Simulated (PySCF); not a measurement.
## GaSb: from constants to spectrum

UHF-CCSD(T) constants of GaSb, ³Σ⁻ (triplet), unpaired electrons π ↑↑ (PySCF, scalar-relativistic core potentials, basis sets Ga cc-pVDZ-PP with ECP10, Sb cc-pVDZ-PP with ECP28; masses 68.9256 and 120.9038 u):

- ωe: 171.6 cm⁻¹
- ωexe: 0.435 cm⁻¹
- Be: 0.048517 cm⁻¹
- αe: 0.000177 cm⁻¹
- De to Ga + Sb: 1.33 eV

Question: What force constant and bond length do these constants imply?

Answer: Reduced mass μred = 43.899 u; k = 5.8918×10⁻⁷·μred·ωe² (u, cm⁻¹, mdyn/Å) = 0.762 mdyn/Å; Re = √(16.8576/(μred·Be)) (u, cm⁻¹, Å) = 2.813 Å.

Question: Estimate the centrifugal constant D from the Kratzer relation and find the Dunham coefficient a1.

Answer: D = 4Be³/ωe² = 1.55e-08 cm⁻¹; a1 = −1 − αeωe/(6Be²) = -3.15.

Correlated steps freeze 8 core orbitals. Correlated levels converge slowly with the basis: in double zeta they bind strong bonds too weakly, by up to about 1 eV, and carry superposition errors of some tenths. Spin–orbit coupling is left out, which matters for elements this heavy, above all for dissociation energies. The state is the lowest determinant that a PBE0 search found; another state may lie lower at other levels.
